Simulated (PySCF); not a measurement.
TDDFT excited states: BCl2I

Species: BCl2I.
InChI=1S/BCl2I/c2-1(3)4

Method used: TDDFT wB97X-D/def2-SVPD, vertical, gas phase, core orbitals frozen in the response, def2 core potentials past Kr in PySCF. Geometry: PBE0-D3(BJ)/def2-SVP; no solvent, vibrations or thermal averaging. Spin–orbit coupling is left out.

```json
{"state": "S1", "E (eV)": "4.66", "E (kJ/mol)": "449", "λ (nm)": "266.3", "f": "0.0000", "|μ| (D)": "0.00", "symmetry": "–", "main configurations (H = HOMO, L = LUMO)": "H→L (99%)"}
{"state": "S2", "E (eV)": "5.43", "E (kJ/mol)": "524", "λ (nm)": "228.1", "f": "0.126", "|μ| (D)": "2.47", "symmetry": "A1", "main configurations (H = HOMO, L = LUMO)": "H-1→L (95%)"}
{"state": "S3", "E (eV)": "5.92", "E (kJ/mol)": "571", "λ (nm)": "209.4", "f": "0.0006", "|μ| (D)": "0.16", "symmetry": "–", "main configurations (H = HOMO, L = LUMO)": "H-2→L (99%)"}
{"state": "S4", "E (eV)": "6.13", "E (kJ/mol)": "592", "λ (nm)": "202.2", "f": "0.0000", "|μ| (D)": "0.00", "symmetry": "–", "main configurations (H = HOMO, L = LUMO)": "H-3→L (99%)"}
{"state": "S5", "E (eV)": "6.17", "E (kJ/mol)": "595", "λ (nm)": "201.0", "f": "0.0027", "|μ| (D)": "0.34", "symmetry": "B1 or B2", "main configurations (H = HOMO, L = LUMO)": "H→L+1 (71%), H→L+2 (15%), H→L+3 (8%)"}
{"state": "S6", "E (eV)": "6.45", "E (kJ/mol)": "622", "λ (nm)": "192.2", "f": "0.0029", "|μ| (D)": "0.34", "symmetry": "B1 or B2", "main configurations (H = HOMO, L = LUMO)": "H-1→L+1 (72%), H-1→L+2 (13%), H-1→L+3 (10%)"}
{"state": "S7", "E (eV)": "7.03", "E (kJ/mol)": "678", "λ (nm)": "176.5", "f": "0.097", "|μ| (D)": "1.91", "symmetry": "B1 or B2", "main configurations (H = HOMO, L = LUMO)": "H-4→L (92%)"}
{"state": "S8", "E (eV)": "7.25", "E (kJ/mol)": "699", "λ (nm)": "171.1", "f": "0.116", "|μ| (D)": "2.05", "symmetry": "B1 or B2", "main configurations (H = HOMO, L = LUMO)": "H→L+2 (55%), H→L+1 (20%), H→L+3 (14%)"}
{"state": "S9", "E (eV)": "7.61", "E (kJ/mol)": "734", "λ (nm)": "163.0", "f": "0.106", "|μ| (D)": "1.92", "symmetry": "B1 or B2", "main configurations (H = HOMO, L = LUMO)": "H-1→L+2 (59%), H-1→L+1 (19%), H-1→L+3 (14%)"}
{"state": "S10", "E (eV)": "8.13", "E (kJ/mol)": "784", "λ (nm)": "152.5", "f": "0.021", "|μ| (D)": "0.83", "symmetry": "B1 or B2", "main configurations (H = HOMO, L = LUMO)": "H→L+3 (65%), H→L+2 (17%)"}
```

Triplets (Tamm–Dancoff): T1 4.54 eV, H→L (99%); T2 4.68 eV, H-1→L (99%); T3 5.60 eV, H-2→L (89%); T4 5.62 eV, H→L+1 (63%), H→L+2 (17%), H→L+3 (14%).

The lowest singlet lies at 4.66 eV (266 nm, ultraviolet) and is dark (f under 0.0005); its leading configuration is HOMO→LUMO (99%). The strongest level in the table is S2 at 5.43 eV (228 nm, f = 0.126). Löwdin shares by element: HOMO iodine 81%, chlorine 13%, boron 5%; LUMO boron 47%, chlorine 35%, iodine 18%. Weighted by f, the mean energy of these states is 6.83 eV. The listed states span 3.47 eV, and the widest gap between neighbours is 0.78 eV (S1 to S2). No computed singlet lies in the visible range (380 to 750 nm); the lowest, at 266 nm, stands 1.39 eV above its violet end (3.26 eV). All these states lie below the vertical ionisation energy of 10.19 eV (ΔSCF). Symmetry labels in C2v follow from the direction of the transition dipole and are given only for states with f of 0.002 or more; B1 and B2 swap with the choice of axes. Singlets were solved by full linear response, triplets in the Tamm–Dancoff approximation.
